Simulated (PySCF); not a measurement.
Calculated NMR data

All values are calculated (PySCF 2.14.0 with density-fitted response routines): shielding tensors at PBE0/pcSseg-1 (GIAO), coordinates at the GFN2-xTB level, J: B3LYP/pcJ-1 (spin–dipole term left out of most H,H and C,H couplings). One computed conformer, relativity neglected, fast rotation and ring inversion assumed for equivalent nuclei, gas phase.

δ = σ(ref) − σ, references computed at the same level: ¹H and ¹³C vs TMS. Multiplet labels drop J under 1 Hz and among equivalent protons, and merge close values. Unscaled 3J(H,H) run several per cent high. Where no couplings were computed, multiplicities follow the n + 1 count of equivalent neighbours, and m marks all less simple cases (inequivalent or close neighbours, rings, F or P nearby). Vicinal couplings that depend on rotamer populations or ring flexing (ring, CH–CH, X–H and H–F types) are those of the one conformer. Shifts are as computed. Against solution values, carbons near 30 ppm lie about +3 ppm off and those near 130 ppm about +5 ppm. Of 1211 compounds with measured shifts, 218 miss one by over three times the rms of a fit or turn the order of signals round; such compounds aren't used in these exercises.

Compound 1 (C4H8N2). ¹H NMR (400 MHz, computed): δ 6.09 (t, J = 2.5 Hz, 1H), 3.10 (m, 2H), 2.98 (s, 3H), 2.82 (m, 2H). ¹³C{¹H} NMR (computed): δ 134.1 (CH), 53.2 (CH2), 42.3 (CH3), 37.6 (CH2). Structure: `CN1CCC=N1`.

Compound 2 (C9H16). ¹H NMR (400 MHz, computed): δ 5.89 (m, 1H), 5.57 (q, 1H), 5.29 (m, 1H), 5.21 (m, 1H), 2.86 (d, 2H), 1.85 (t, 2H), 1.85 (d, 3H), 1.36 (m, 2H), 1.03 (t, 3H). ¹³C{¹H} NMR (computed): δ 146.4, 146.4, 127.8, 120.9, 43.2, 39.8, 29.5, 17.3, 17.0. Structure: SMILES C/C=C(\CC=C)CCC.

Compound 3 (C9H16). ¹H NMR (400 MHz, computed): δ 5.48 (br s, 1H), 5.45 (m, 1H), 5.31 (m, 1H), 5.22 (br s, 1H), 2.48 (q, 2H), 2.43 (t, 2H), 1.48 (m, 2H), 1.11 (t, 3H), 0.85 (t, 3H). ¹³C{¹H} NMR (computed): δ 156.6 (C), 153.5 (C), 120.2 (CH2), 118.5 (CH2), 41.7 (CH2), 34.5 (CH2), 23.1 (CH2), 16.7 (CH3), 15.2 (CH3). Structure: SMILES C(CC(C(=C)CC)=C)C.
